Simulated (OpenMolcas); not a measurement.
Ag⁶⁺: effect of the IPEA shift

```json
{"Program": "OpenMolcas 26.06", "Basis": "ANO-RCC-VQZP [8s7p5d3f2g1h]", "Scalar Hamiltonian": "DKH2, point nucleus", "Active space": "5 electrons in 10 orbitals (4d 5d)", "State averaging": "2S+1 = 6 even, 1 root; 2S+1 = 4 even, 24 roots; 2S+1 = 2 even, 67 roots", "Spin-orbit coupling": "RASSI with atomic mean-field integrals over the reference wave functions, term energies averaged over their components"}
```

Methods on the same reference wave functions:
A. CASSCF
B. MS-CASPT2, IPEA 0 Eh, imaginary shift 0.1 Eh (closed shells correlated: 4s 4p)
C. MS-CASPT2, IPEA 0.25 Eh, imaginary shift 0.1 Eh (closed shells correlated: 4s 4p)

Energies in cm-1 above 4d5 6S 5/2, the measured ground level; measured values from the list in Gamrath, thesis, University of Mons (2023).

```json
{"Level": "4d5 6S 5/2", "A": "0.0", "B": "0.0", "C": "0.0", "Measured": "0.0"}
{"Level": "4d5 4G 5/2", "A": "34746", "B": "31080", "C": "31200", "Measured": "29390"}
{"Level": "4d5 4G 7/2", "A": "35460", "B": "31940", "C": "32050", "Measured": "30378"}
{"Level": "4d5 4G 11/2", "A": "35708", "B": "32260", "C": "32360", "Measured": "30662"}
{"Level": "4d5 4G 9/2", "A": "35877", "B": "32430", "C": "32530", "Measured": "30907"}
{"Level": "4d5 4P 3/2 [55 %]", "A": "39554", "B": "34760", "C": "34960", "Measured": "32994"}
{"Level": "4d5 4P 1/2 [69 %]", "A": "40939", "B": "36290", "C": "36480", "Measured": "34605"}
{"Level": "4d5 4D 7/2", "A": "43584", "B": "38230", "C": "38420", "Measured": "36485"}
{"Level": "4d5 4D 1/2 [70 %]", "A": "45328", "B": "40200", "C": "40400", "Measured": "38685"}
{"Level": "4d5 4D 5/2 [56 %]", "A": "46005", "B": "40890", "C": "41100", "Measured": "39299"}
{"Level": "4d5 4D 3/2 [55 %]", "A": "46263", "B": "41270", "C": "41460", "Measured": ""}
{"Level": "4d5 2I 11/2", "A": "50495", "B": "46350", "C": "46550", "Measured": "44011"}
{"Level": "4d5 2I 13/2", "A": "51825", "B": "47790", "C": "47980", "Measured": "45546"}
{"Level": "4d5 2D 3/2(1) [55 %]", "A": "56683", "B": "50370", "C": "50720", "Measured": ""}
{"Level": "4d5 4F 9/2 [61 %]", "A": "58004", "B": "51730", "C": "51970", "Measured": "49104"}
{"Level": "4d5 4F 5/2", "A": "59635", "B": "53430", "C": "53650", "Measured": "51049"}
{"Level": "4d5 2F 7/2(1) [50 %]", "A": "61356", "B": "55460", "C": "55760", "Measured": ""}
{"Level": "4d5 2H 9/2 [51 %]", "A": "62167", "B": "56350", "C": "56650", "Measured": ""}
{"Level": "4d5 4F 3/2 [55 %]", "A": "62344", "B": "56090", "C": "56380", "Measured": ""}
{"Level": "4d5 2G 7/2(1)", "A": "65295", "B": "58220", "C": "58630", "Measured": ""}
{"Level": "4d5 2H 11/2", "A": "65500", "B": "60320", "C": "60630", "Measured": "57962"}
{"Level": "4d5 2F 7/2(2)", "A": "70030", "B": "62300", "C": "62660", "Measured": "59792"}
{"Level": "4d5 2S 1/2", "A": "76542", "B": "66760", "C": "67350", "Measured": ""}
{"Level": "4d5 2D 3/2(2)", "A": "84689", "B": "75160", "C": "75700", "Measured": ""}
```

Deviations, from unrounded energies. A percentage is the sum of absolute deviations over the sum of measured energies, with the sign that they share, or ± where signs differ.

| Against measurement | Levels | A | B | C |
| --- | --- | --- | --- | --- |
| mean absolute deviation (cm-1) | 15 | 6800 | 1900 | 2100 |
| other terms of the ground configuration (%) | 15 | +16.7 | +4.8 | +5.3 |

B lies closest to measurement on these levels and A furthest from it. The largest miss of B in the table is 4d5 4F 9/2 [61 %], by +2600 cm-1. The ranking rests on the paired levels alone, and a cruder setting can come out closer through cancelling errors.

Between B and C the level of the table that moves most is 4d5 2S 1/2, by 590 cm-1 (lowest in B, highest in C). Moves below CASPT2's spread within the term are not significant.

The mean deviations of B to C differ by less than CASPT2's widest spread within a term (660 cm-1), so their order carries little weight.

From A to B the spin-free energies of the other terms of 4d5 shown, above 6S, scale by factors of 0.87 to 0.92, as is usual when dynamic correlation screens the repulsion within a d or f shell.

The lowest spin-free term lies below A's lowest term by 0.361 hartree in B, 0.354 hartree in C.

Term energies are means over components that CASPT2 splits; among the terms shown or strongly mixed into the levels shown the widest spread is 660 cm-1 (4d5 2I, C). Active for correlation alone: 5d; no level in the range computed is led by a configuration that fills it, so any true level of that kind is missing. Without dynamic correlation excited terms often stand tens of per cent too high (terms of higher spin than the ground term too low), and those without a measured partner can miss by more than the paired ones (holds for A). Computed and measured levels are paired by configuration, term and J; levels that our copy of the source lacks, or whose pairing is in doubt (as where it misses far off the trend of its configuration), stay unpaired and out of the deviations. Only configurations of the active space appear. Levels that lie high or do not pair safely by name in every column are left out.

A share in square brackets marks a mixed level and gives the weight of the term that names it, the lowest over the columns. A number in round brackets counts repeated terms of one configuration in the order of the reference energies.
